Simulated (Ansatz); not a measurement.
Reaction (formal exchange of groups at a C–N bond): `CNC(C)N` + `[NH2][GeH]1[BH][O]1` → `[CH3][Ge]1([NH2])[BH][O]1` + `CC(N)N`

Program: Ansatz. Geometries: PBE0-D4/def2-TZVP. ΔE: electronic, gas phase. CCSD(T)/CBS adds triple-zeta CCSD(T) − MP2 to the extrapolated MP2 energy (def2 sets, frozen cores). DFT in def2-TZVPP. B3LYP here is the variant with VWN-RPA as its local correlation; programs differ in this. For Ge outer-core shells are correlated without core-valence functions, which leaves a few kJ/mol of doubt a bond. Scalar relativity is left out up to krypton. Each species was taken in one conformer, which may not be the lowest.

```
             level  ΔE (kJ/mol)  difference from CCSD(T)/CBS
           PBE0-D4        -65.2                          5.2
          B3LYP-D4        -63.4                          7.0
           ωB97X-V        -63.6                          6.8
           ωB97M-V        -66.1                          4.3
               PBE        -63.7                          6.7
            r2SCAN        -67.3                          3.1
              PBE0        -65.3                          5.1
             B3LYP        -63.4                          7.0
     HF/def2-TZVPP        -62.8                          7.6
    MP2/def2-TZVPP        -73.5                         -3.1
SCS-MP2/def2-TZVPP        -69.3                          1.1
   CCSD/def2-TZVPP        -68.9                          1.5
CCSD(T)/def2-TZVPP        -69.0                          1.4
SCS-MP2/def2-QZVPP        -70.1                          0.3
      HF/CBS(def2)        -62.3                          8.1
    CCSD/CBS(def2)        -70.3                          0.1
       CCSD(T)/CBS        -70.4                            0
```

Largest T1 diagnostic among the species: 0.016.

In def2-TZVPP, CCSD(T) changes the Hartree–Fock value by −6.2 kJ/mol (the triples alone add −0.2 kJ/mol) and MP2 by −10.7 kJ/mol.
